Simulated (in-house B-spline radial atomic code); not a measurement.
# Ionising the carbon ion C⁴⁺ with different functionals

Computed with a B-spline radial code for spherical atoms: scalar-relativistic (spin-free X2C) Hamiltonian, Fermi nucleus of rms radius 2.4702 fm, spin-polarised at highest spin, spherical fractional occupations for the functionals, the average over the highest-spin determinants for Hartree-Fock. The ionisation energy is the difference of two self-consistent energies, 1s2 → 1s1, without Breit or QED terms; ε is the level of the shell that loses the electron (its least bound occupied spin orbital).

```
           method                    rung  ΔSCF (eV)  -ε(1s) (eV)
     Hartree-Fock            Hartree-Fock     390.92       392.44
    HF fractional            Hartree-Fock     390.92       392.44
         LDA VWN5                     LDA     388.22       354.77
         LDA PW92                     LDA     388.19       354.76
LDA exchange-only                     LDA     384.67       352.26
              PBE                     GGA     391.35       357.69
           PBEsol                     GGA     389.68       356.14
             BLYP                     GGA     392.14       358.32
             RPBE                     GGA     392.11       358.09
             PW91                     GGA     391.69       358.09
             BP86                     GGA     392.43       358.13
             AM05                     GGA     389.18       355.17
             OLYP                     GGA     392.19       358.26
             TPSS                meta-GGA     392.34       360.32
             SCAN                meta-GGA     392.21       361.48
           r2SCAN                meta-GGA     392.21       361.48
          revTPSS                meta-GGA     392.39       360.84
             PBE0           global hybrid     391.51       366.58
            B3LYP           global hybrid     392.19       365.33
            TPSSh           global hybrid     392.33       363.62
        BHandHLYP           global hybrid     392.21       375.95
          r2SCAN0           global hybrid     392.18       369.37
            B97-1           global hybrid     392.34       365.57
            HSE06  range-separated hybrid     391.57       366.20
            wB97X  range-separated hybrid     393.15       367.60
        CAM-B3LYP  range-separated hybrid     391.92       367.21
          LC-wPBE  range-separated hybrid     391.46       363.83
```

Among the functionals, which spreads more, the ΔSCF values or the orbital energies?

The orbital energies: ΔSCF values span about 8.48 eV and the orbital energies 23.69 eV.

How do they compare with the NIST value?

NIST lists 392.091 eV (tabulated theory, ground level to ground level). Errors run from -7.42 to +1.06 eV; RPBE is closest (+0.02 eV), but part of that can be cancellation, since the calculations leave out Breit-QED terms. Hartree-Fock also lacks correlation.
